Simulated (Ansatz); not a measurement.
Reactions of `N[CH2][GeH2][OH]`.

Program: Ansatz. Geometries: PBE0-D4/def2-TZVP. ΔE: electronic, gas phase. CBS: MP2 limit from def2 TZ/QZ plus the TZ coupled-cluster correction, frozen cores. This one scheme is used for every species, atoms too. Open shells (•) are unrestricted, without spin–orbit coupling. Spin–orbit coupling would lower the free atoms: a little for C, O; clearly for Ge. Bonds to Ge, Se are less sure, by a few kJ/mol each and by 10 to 20 or more in all where they break to atoms, as the def2 sets lack core-valence functions. Scalar relativity is left out up to krypton. Each species was taken in one conformer, which may not be the lowest.

Order these by ΔE at CCSD(T)/CBS, lowest first. (An estimate is asked.)
A. `N[CH2][GeH2][OH]` → C• + Ge• + 7 H• + N• + O•
B. `N[CH2][GeH2][OH]` + `C[SeH]` → `C[Se][GeH2][OH]` + CH₃NH₂
C. `N[CH2][GeH2][OH]` + `O[SiH2]F` → `[OH][GeH2][SiH](O)F` + CH₃NH₂
D. `N[CH2][GeH2][OH]` + H₂ → `N[CH2][GeH3]` + H₂O
E. `N[CH2][GeH2][OH]` → `[NH2][GeH2][CH2]O`
F. `N[CH2][GeH2][OH]` + `N[SiH](O)F` → `[OH][GeH2][NH][SiH](O)F` + CH₃NH₂
G. `N[CH2][GeH2][OH]` → `[CH2]` (triplet) + `[NH2][GeH2][OH]`

B (-0.87 eV), F (-0.55 eV), C (-0.12 eV), D (+0.06 eV), E (+0.37 eV), G (+3.80 eV), A (+38.47 eV).

Largest T1 diagnostic: 0.012, for `[OH][GeH2][SiH](O)F`.
